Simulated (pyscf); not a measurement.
# F–SiH₂–Cl, singlet

Gas-phase minimum from PySCF at ωB97X-D3(BJ)/def2-SVP, one conformer. 

SMILES: F[SiH2]Cl
```xyz
5

F      0.8251     1.8019    -0.6916
Si     0.2289     0.3057    -0.5339
Cl     0.3864    -0.2536     1.4299
H     -1.1996     0.3315    -0.9146
H      1.0421    -0.6106    -1.3620
```

Bonds (Å): F1–Si2 1.618, Si2–Cl3 2.048, Si2–H4 1.479, Si2–H5 1.479. Angles (°): F1–Si2–Cl3 108.5, F1–Si2–H4 108.3, F1–Si2–H5 108.4, Cl3–Si2–H4 109.0, Cl3–Si2–H5 109.0, H4–Si2–H5 113.4.

Properties at ωB97X-D3(BJ)/def2-SVP:

| Item | Result |
|---|---|
| Harmonic wavenumbers, unscaled | 251, 582, 651, 742, 894, 955, 983, 2322, 2330 cm⁻¹ |
| Zero-point energy | 13.9 kcal/mol |
| Rotational symmetry number | 1 |
| Entropy of this conformer at 298 K and 1 atm, rigid rotor and harmonic oscillator, modes under 100 cm⁻¹ raised to 100 | 280.3 J/(mol K) |
| Dipole moment | 1.53 D |

Single-point totals, which compare only within one level (frozen core for MP2 and CC):

| level | total energy (hartree) |
|---|---|
| ωB97X-D3(BJ)/def2-TZVP | -850.95473 |
| PBE/def2-TZVP | -850.47878 |
| r²SCAN/def2-TZVP | -850.81977 |
| B3LYP-D3(BJ)/def2-TZVP | -850.96182 |
| PBE0-D3(BJ)/def2-TZVP | -850.54887 |
| M06-2X/def2-TZVP | -850.84706 |
| ωB97M-D3(BJ)/def2-TZVP | -851.02601 |
| HF/def2-TZVPP | -849.22403 |
| MP2/def2-TZVPP | -849.78595 |
| CCSD/def2-TZVPP | -849.81598 |
| CCSD(T)/def2-TZVPP | -849.83568 |

The CCSD(T) − MP2 part came from Ansatz, without density fitting, on the same reference.
